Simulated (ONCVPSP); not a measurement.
## What one change does to a pseudopotential (Tc, ONCV)

technetium, optimised norm-conserving Vanderbilt (ONCV), made with ONCVPSP 4.0.1 (PBE, scalar-relativistic). Core [Kr], reference 4d5 5s1 (charge +1). Waves: 5s: rc 2.60 bohr, ncon 4, nbas 6, qcut 2.4 1/bohr, 1 projector; p scattering state at 0.23 Ha: rc 2.80 bohr, ncon 3, nbas 7, qcut 3 1/bohr, 2 projectors, debl 0.8 Ha; 4d: rc 2.40 bohr, ncon 3, nbas 8, qcut 7.7 1/bohr, 1 projector. Local part: polynomial inside 2.25 bohr (lpopt 5, dvloc0 2 Ha). Core correction: polynomial model core, fcfact 0.25.

In the p channel the program set the typed energies aside and used 0.050, 0.850 Ha.

Change: core correction polynomial model core, fcfact 0.58.

Cutoffs: the cutoffs (Ha) at which the residual kinetic energy of the hardest occupied pseudo-wave falls to 1 and 0.1 mHa per electron; they do not see the model core or the augmentation charge, which bear on the density cutoff. Errors are all-electron minus pseudo energies relative to the spin-unpolarised reference configuration.

Problem. What does the change do?

Solution. The potential gets neither clearly harder nor softer (17 Ha and 20 Ha → 17 Ha and 20 Ha); of the 4 tests that both files solve, the error grows in 2 and shrinks in 0 by more than 15 % and 0.3 meV (median size 11.4 → 12.9 meV); neither file shows a bound ghost. A model core, the more so a compact one, raises the density cutoff, which this test does not measure.

```tsv
quantity	base	changed
cutoff, loose	17 Ha	17 Ha
cutoff, tight	20 Ha	20 Ha
bound ghosts	none	none
GHOST(+) flags under 300 eV	s at 22.8 eV	s at 22.8 eV
error for 4d5 5s2, meV [ΔE -8.15 eV]	-2.8	-3.9
error for 4d5 5s0, meV [ΔE 14.85 eV]	-14	-17
error for 4d4 5s0, meV [ΔE 43.56 eV]	-147	-159
error for 4d5.5 5s1.5, meV [ΔE -8.79 eV]	-8.7	-9.2
s: phases at 2.65 bohr within 0.05 rad from the reference energy up to (Ha; the scan ends near 5)	0.4	0.4
p: phases at 2.84 bohr within 0.05 rad from the reference energy up to (Ha; the scan ends near 5)	1.9	1.9
d: phases at 2.43 bohr within 0.05 rad from the reference energy up to (Ha; the scan ends near 5)	0.3	0.3
rms error of d²Exc/dni dnj with the model core, mHa	2.56	0.90
```
